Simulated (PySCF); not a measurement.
This PySCF input asks for the NMR shieldings of SMILES [SiH2](O[SiH3])Cc1cccs1, C₅H₁₀OSSi₂; the geometry comes from GFN2-xTB.

```python
import basis_set_exchange as bse
import numpy as np
from pyscf import gto, dft
from pyscf.prop import nmr

atoms = """
Si    2.280282    1.305639   -0.790428
O     2.015939   -0.297672   -0.781809
Si    1.329426   -1.745493   -0.593186
C    -0.056486   -1.640388    0.727801
C    -0.916676   -0.456134    0.497985
C    -1.878800   -0.278955   -0.448362
C    -2.467351    1.006015   -0.414659
C    -1.941521    1.796248    0.552514
S    -0.716369    0.981461    1.448625
H     2.582589    1.697277    0.584291
H     1.075334    1.959772   -1.297092
H     3.419276    1.472398   -1.689567
H     0.757011   -2.104944   -1.889321
H     2.391559   -2.637342   -0.136053
H     0.381728   -1.582779    1.724367
H    -0.660644   -2.547785    0.688285
H    -2.163577   -1.047872   -1.145063
H    -3.247513    1.322889   -1.084210
H    -2.194011    2.806914    0.803791
"""
names = dict.fromkeys(["Si", "O", "C", "S", "H"], "pcSseg-1")
basis = {el: gto.basis.parse(bse.get_basis(n, elements=[el], fmt="nwchem")) for el, n in names.items()}
mol = gto.M(atom=atoms, basis=basis, charge=0, verbose=0)
mf = dft.RKS(mol, xc="PBE0")
mf.grids.level = 2
mf.grids.alignment = dft.numint.BLKSIZE   # the property module wants whole blocks of grid points
mf.conv_tol = 1e-9
mf.kernel()

calc = nmr.RKS(mf)   # GIAO
C = mf.mo_coeff
Co = C[:, mf.mo_occ > 0]
resp = mf.gen_response(singlet=True, hermi=2)
def vind(x):   # induced exchange potential for any number of trial vectors
    d = np.einsum("pi,xij,qj->xpq", C, 2 * x.reshape(-1, C.shape[1], Co.shape[1]), Co, optimize=True)
    return np.einsum("xpq,pi,qj->xij", resp(d - d.transpose(0, 2, 1)), C, Co, optimize=True).ravel()
mo1, _ = nmr.rhf.solve_mo1(calc, with_cphf=vind)
sigma = calc.kernel(mo1)
for i, s in enumerate(sigma):   # ppm
    print("%2d %-2s %9.2f" % (i, mol.atom_pure_symbol(i), np.trace(s) / 3))
```

Q: What does it print?

A: 
```
 0 Si    390.38
 1 O     334.59
 2 Si    376.53
 3 C     164.90
 4 C      36.53
 5 C      59.24
 6 C      53.89
 7 C      56.63
 8 S     264.37
 9 H      26.59
10 H      27.54
11 H      26.79
12 H      26.68
13 H      26.57
14 H      29.12
15 H      29.27
16 H      24.75
17 H      24.54
18 H      24.80
```

These numbers come from an equivalent density-fitted implementation of the same equations, which agrees with the script to about 0.01 ppm for H and up to a few tenths of a ppm for heavy atoms, so last digits may differ.

Q: Turn these shieldings into chemical shifts. Chemical shifts δ = σref − σ; 29Si (349.16 ppm) and 13C (186.93 ppm) and 1H (31.72 ppm) against TMS; 17O (336.08 ppm) against H2O; 33S (503.73 ppm) against CS2, all at this level.

A: Averaging equivalent atoms: Si 2: -27.4; Si 0: -41.2; O 1: 1.5; C 4: 150.4; C 6: 133.0; C 7: 130.3; C 5: 127.7; C 3: 22.0; S 8: 239; H 17: 7.18; H 16: 6.97; H 18: 6.92; H 12/13: 5.09; H 9/10/11: 4.75; H 14/15: 2.52 ppm. Experimental scales use liquid or dissolved standards, which lie at an offset from isolated H2O (liquid H2O: subtract about 36 ppm).

Size and cost of the density-fitted run: 224 basis functions, 46 s wall time on 1 thread of an Arm Neoverse V2, shared host; peak memory 1 GiB.
